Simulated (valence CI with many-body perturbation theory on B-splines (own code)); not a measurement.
**Os LXXII: electric-dipole lines**

Method: configuration interaction combined with many-body perturbation theory (CI+MBPT): three valence electrons over a frozen Dirac-Fock core [He], radial functions for each j: 11 s, 11 p, 9 d, 7 f, 5 g, 2 h, 1 i, with the one-electron correlation potential Σ1, the two-electron term Σ2, the three-electron term Σ3, Breit, model QED; selected CI, second order for the rest (own B-spline code, finite nucleus).

No measured spectrum was set against this ion. As an estimate, large intervals hold to a few tenths of a per cent, small ones and those within an open d or f shell to about a per cent.

Lines 51 to 100 of 294 in falling wavelength, among levels below 14296 eV, chosen from the strongest by gf and those to the six lowest levels. Wavelengths and rates use the calculated energies. Electric multipoles are in the length gauge, E1 and E2 with the static RPA response of the core. Weak lines are less certain than strong ones. Lines between different terms over intervals too small for the method are left out, as are lines whose strength nearly cancels. The highest levels of a list are the least certain.

Levels are named by their leading jj configuration (3d3/2^4 stands for four electrons in 3d with j = 3/2), which in mixed levels can hold well under half, so a name can repeat and another be missing. Letters in brackets count levels of one name in rising energy.

| λ vac (nm) | Upper | Lower | A (s⁻¹) | S (a.u.) with core polarisation | S without |
| --- | --- | --- | --- | --- | --- |
| 2.169 | (2s 2p3/2 3p3/2) J=5/2 [a] | (2s 2p3/2 3s) J=3/2 [a] | 7.89e+11 | 2.39e-02 | 2.39e-02 |
| 2.149 | (2s 2p3/2 3p3/2) J=1/2 [a] | (2s 2p3/2 3s) J=3/2 [a] | 1.61e+12 | 1.58e-02 | 1.58e-02 |
| 2.143 | (2p1/2^2 3p3/2) J=3/2 | (2p1/2^2 3s) J=1/2 | 1.69e+12 | 3.28e-02 | 3.28e-02 |
| 2.138 | (2s 2p1/2 3p3/2) J=3/2 [a] | (2s 2p1/2 3s) J=1/2 [a] | 1.73e+12 | 3.34e-02 | 3.34e-02 |
| 2.135 | (2s 2p3/2 3p3/2) J=3/2 [b] | (2s 2p3/2 3s) J=3/2 [b] | 8.39e+11 | 1.61e-02 | 1.61e-02 |
| 2.132 | (2s^2 3p3/2) J=3/2 | (2s^2 3s) J=1/2 | 1.89e+12 | 3.61e-02 | 3.61e-02 |
| 2.125 | (2p1/2 2p3/2 3p3/2) J=5/2 [b] | (2p1/2 2p3/2 3s) J=3/2 [b] | 8.39e+11 | 2.38e-02 | 2.38e-02 |
| 2.114 | (2s 2p1/2 3p3/2) J=5/2 | (2s 2p1/2 3s) J=3/2 | 1.67e+12 | 4.67e-02 | 4.67e-02 |
| 2.112 | (2p1/2 2p3/2 3p3/2) J=3/2 [b] | (2p1/2 2p3/2 3s) J=1/2 | 5.58e+11 | 1.04e-02 | 1.04e-02 |
| 2.108 | (2s 2p3/2 3p3/2) J=3/2 [b] | (2s 2p3/2 3s) J=1/2 | 1.11e+12 | 2.06e-02 | 2.06e-02 |
| 2.108 | (2s 2p1/2 3p3/2) J=3/2 [b] | (2s 2p1/2 3s) J=3/2 | 9.01e+11 | 1.67e-02 | 1.67e-02 |
| 2.093 | (2p1/2 2p3/2 3p3/2) J=5/2 [b] | (2p1/2 2p3/2 3s) J=5/2 | 8.86e+11 | 2.41e-02 | 2.41e-02 |
| 2.092 | (2s 2p3/2 3p3/2) J=1/2 [b] | (2s 2p3/2 3s) J=1/2 | 1.59e+12 | 1.44e-02 | 1.44e-02 |
| 2.075 | (2p1/2 2p3/2 3p3/2) J=3/2 [b] | (2p1/2 2p3/2 3s) J=3/2 [a] | 5.84e+11 | 1.03e-02 | 1.03e-02 |
| 2.066 | (2s 2p3/2 3p3/2) J=5/2 [a] | (2s 2p3/2 3s) J=5/2 | 1.13e+12 | 2.94e-02 | 2.94e-02 |
| 2.046 | (2p1/2 2p3/2 3p3/2) J=1/2 [b] | (2p1/2 2p3/2 3s) J=3/2 [b] | 1.70e+12 | 1.44e-02 | 1.44e-02 |
| 0.9057 | (2s^2 2p3/2) J=3/2 | (2s 2p1/2^2) J=1/2 | 5.15e+10 | 7.55e-05 | 7.56e-05 |
| 0.6688 | (2s 2p1/2 2p3/2) J=3/2 [a] | (2s^2 2p1/2) J=1/2 | 1.35e+11 | 7.98e-05 | 7.99e-05 |
| 0.6624 | (2s 2p3/2^2) J=5/2 | (2s^2 2p3/2) J=3/2 | 3.48e+12 | 2.99e-03 | 3.00e-03 |
| 0.6533 | (2p1/2 2p3/2^2) J=3/2 | (2s 2p1/2 2p3/2) J=1/2 | 8.95e+12 | 4.93e-03 | 4.93e-03 |
| 0.6465 | (2p1/2 2p3/2 3d5/2) J=5/2 [a] | (2s 2p1/2 3d5/2) J=5/2 [b] | 4.14e+12 | 3.31e-03 | 3.32e-03 |
| 0.6463 | (2p1/2 2p3/2^2) J=5/2 | (2s 2p1/2 2p3/2) J=3/2 [b] | 1.09e+13 | 8.75e-03 | 8.76e-03 |
| 0.6446 | (2p1/2 2p3/2 3d3/2) J=5/2 [a] | (2s 2p1/2 3d3/2) J=5/2 | 5.73e+12 | 4.55e-03 | 4.55e-03 |
| 0.6435 | (2p1/2 2p3/2 3d5/2) J=9/2 | (2s 2p1/2 3d5/2) J=7/2 | 9.51e+12 | 1.25e-02 | 1.25e-02 |
| 0.6435 | (2p1/2 2p3/2 3s) J=3/2 [b] | (2s 2p1/2 3s) J=1/2 [b] | 8.58e+12 | 4.51e-03 | 4.52e-03 |
| 0.6432 | (2p3/2^3) J=3/2 | (2s 2p3/2^2) J=3/2 | 2.30e+13 | 1.21e-02 | 1.21e-02 |
| 0.6431 | (2p1/2 2p3/2 3p3/2) J=7/2 | (2s 2p1/2 3p3/2) J=5/2 | 1.07e+13 | 1.12e-02 | 1.12e-02 |
| 0.6409 | (2s 2p3/2 3d5/2) J=7/2 [b] | (2s^2 3d5/2) J=5/2 | 1.28e+13 | 1.33e-02 | 1.33e-02 |
| 0.6407 | (2p1/2 2p3/2 3d5/2) J=5/2 [b] | (2s 2p1/2 3d5/2) J=3/2 | 4.52e+12 | 3.52e-03 | 3.52e-03 |
| 0.6399 | (2s 2p3/2 3p3/2) J=5/2 [b] | (2s^2 3p3/2) J=3/2 | 1.45e+13 | 1.13e-02 | 1.13e-02 |
| 0.6397 | (2p1/2 2p3/2 3d3/2) J=5/2 [b] | (2s 2p1/2 3d3/2) J=3/2 [b] | 9.45e+12 | 7.32e-03 | 7.33e-03 |
| 0.6394 | (2p1/2 2p3/2 3d5/2) J=7/2 [a] | (2s 2p1/2 3d5/2) J=5/2 [a] | 8.21e+12 | 8.48e-03 | 8.49e-03 |
| 0.6392 | (2p1/2 2p3/2 3d3/2) J=7/2 | (2s 2p1/2 3d3/2) J=5/2 | 9.54e+12 | 9.83e-03 | 9.85e-03 |
| 0.6389 | (2p1/2 2p3/2 3p3/2) J=5/2 [a] | (2s 2p1/2 3p3/2) J=3/2 [a] | 7.49e+12 | 5.79e-03 | 5.80e-03 |
| 0.6388 | (2p1/2 2p3/2 3p1/2) J=5/2 | (2s 2p1/2 3p1/2) J=3/2 | 1.07e+13 | 8.29e-03 | 8.30e-03 |
| 0.6386 | (2s 2p3/2 3d3/2) J=3/2 [b] | (2s^2 3d3/2) J=3/2 | 1.39e+13 | 7.15e-03 | 7.16e-03 |
| 0.6383 | (2p1/2 2p3/2 3p1/2) J=3/2 [b] | (2s 2p1/2 3p1/2) J=1/2 [b] | 1.08e+13 | 5.57e-03 | 5.57e-03 |
| 0.6381 | (2p1/2 2p3/2 3d5/2) J=7/2 [b] | (2s 2p1/2 3d5/2) J=5/2 [b] | 5.07e+12 | 5.20e-03 | 5.21e-03 |
| 0.6363 | (2s 2p3/2 3d3/2) J=5/2 [b] | (2s^2 3d3/2) J=3/2 | 1.34e+13 | 1.02e-02 | 1.03e-02 |
| 0.6357 | (2p1/2 2p3/2 3s) J=5/2 | (2s 2p1/2 3s) J=3/2 | 1.06e+13 | 8.06e-03 | 8.07e-03 |
| 0.6357 | (2s 2p3/2 3p1/2) J=1/2 | (2s^2 3p1/2) J=1/2 | 1.56e+13 | 3.96e-03 | 3.96e-03 |
| 0.6355 | (2s 2p3/2 3s) J=1/2 | (2s^2 3s) J=1/2 | 1.55e+13 | 3.93e-03 | 3.94e-03 |
| 0.6353 | (2p1/2 2p3/2 3d5/2) J=3/2 [b] | (2s 2p1/2 3d5/2) J=5/2 [b] | 7.88e+12 | 3.99e-03 | 3.99e-03 |
| 0.6352 | (2s 2p3/2 3p1/2) J=3/2 [b] | (2s^2 3p1/2) J=1/2 | 1.50e+13 | 7.57e-03 | 7.58e-03 |
| 0.6344 | (2p1/2 2p3/2 3p3/2) J=5/2 [b] | (2s 2p1/2 3p3/2) J=3/2 [b] | 5.18e+12 | 3.92e-03 | 3.92e-03 |
| 0.6342 | (2p1/2 2p3/2 3d3/2) J=3/2 [a] | (2s 2p1/2 3d3/2) J=3/2 [a] | 8.83e+12 | 4.45e-03 | 4.45e-03 |
| 0.6342 | (2p1/2 2p3/2 3d5/2) J=7/2 [b] | (2s 2p1/2 3d5/2) J=7/2 | 5.52e+12 | 5.56e-03 | 5.57e-03 |
| 0.6340 | (2p1/2 2p3/2 3d3/2) J=5/2 [a] | (2s 2p1/2 3d3/2) J=3/2 [a] | 5.01e+12 | 3.78e-03 | 3.78e-03 |
| 0.6339 | (2p1/2 2p3/2 3p3/2) J=5/2 [b] | (2s 2p1/2 3p3/2) J=5/2 | 5.16e+12 | 3.89e-03 | 3.90e-03 |
| 0.6339 | (2s 2p3/2 3d5/2) J=5/2 [b] | (2s^2 3d5/2) J=5/2 | 1.24e+13 | 9.36e-03 | 9.38e-03 |
